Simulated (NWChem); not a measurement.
# Ionisation of C2HF2O2

SMILES: F[C](F)C(=O)O
```xyz
7

O     -0.9803    -1.5104     0.0278
C     -0.7090    -0.3280     0.0047
O     -1.6143     0.6743     0.0158
C      0.6446     0.1762    -0.0718
F      1.6699    -0.6284    -0.0088
F      0.9560     1.4446     0.0097
H     -2.4896     0.2532     0.0451
```
Charge 0, spin multiplicity 2.

Everything below was run with NWChem. All single points use one geometry, from UB3LYP/def2-SVP, a minimum by its harmonic frequencies. It is one conformer; others weren't searched.

Basis set: def2-SVPD. The species with one electron less has spin multiplicity 1 and keeps the geometry of the parent. Δ marks differences of total energies (open shells unrestricted). −ε marks an orbital energy of the parent. That orbital need not have the symmetry of the hole or added electron in the Δ rows. That singlet is a closed-shell solution.

B3LYP has NWChem's definition, with VWN1-RPA local correlation. The structure started from a generated list of species. The stability of the SCF solutions was not checked. Open-shell Hartree-Fock references start from PBE0 orbitals.

### Question
One of these methods gave a first vertical ionisation energy of 6.95 eV. Which?
A) −ε(alpha HOMO) of M06-2X
B) ΔB3LYP
C) −ε(alpha HOMO) of B3LYP
D) −ε(alpha HOMO) of PBE

### Answer
C, −ε(alpha HOMO) of B3LYP. The others give 8.45 (−ε(alpha HOMO) of M06-2X), 9.76 (ΔB3LYP), 5.64 (−ε(alpha HOMO) of PBE).
